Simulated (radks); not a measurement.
P+, 14 electrons, occupied as [Ne] 3s2 3p2 (the NIST ground configuration).

All-electron calculation, non-relativistic Kohn-Sham, r2SCAN, spin-polarised, spherical densities, point nucleus; open shells are filled with parallel spins first; meta-GGA in the generalised Kohn-Sham scheme. Program: a radial shooting solver on a logarithmic mesh with Libxc functionals.

Energy parts (Ry):
| part | energy |
|---|---|
| total | -681.69783 |
| kinetic | 680.81978 |
| electron-nucleus | -1612.53736 |
| Hartree | 295.67953 |
| exchange-correlation | -45.65978 |

Orbitals (lengths in bohr, moments of r in powers of bohr):
| orbital | occ. | eigenvalue (Ry) | <r^2> | <r^4> |
|---|---|---|---|---|
| 1s up | 1 | -154.4133 | 0.01455 | 0.0005479 |
| 1s down | 1 | -154.3883 | 0.01454 | 0.0005475 |
| 2s up | 1 | -13.82036 | 0.3213 | 0.1892 |
| 2s down | 1 | -13.80445 | 0.3212 | 0.1882 |
| 2p up | 3 | -10.11414 | 0.2946 | 0.1907 |
| 2p down | 3 | -10.08368 | 0.2942 | 0.1887 |
| 3s up | 1 | -1.82720 | 3.866 | 24.20 |
| 3s down | 1 | -1.60861 | 3.914 | 25.22 |
| 3p up | 2 | -1.12685 | 5.193 | 45.91 |
| 3p down | 0 | -0.91967 | 5.315 | 48.45 |

The highest occupied level is 3p up at -15.332 eV. The electron density at the nucleus is 2189 e/bohr^3. The spin density at the nucleus is -0.0505 e/bohr^3 (1s -0.2123, 2s 0.2143, 3s -0.0525), a Fermi contact field of -2.65 T.
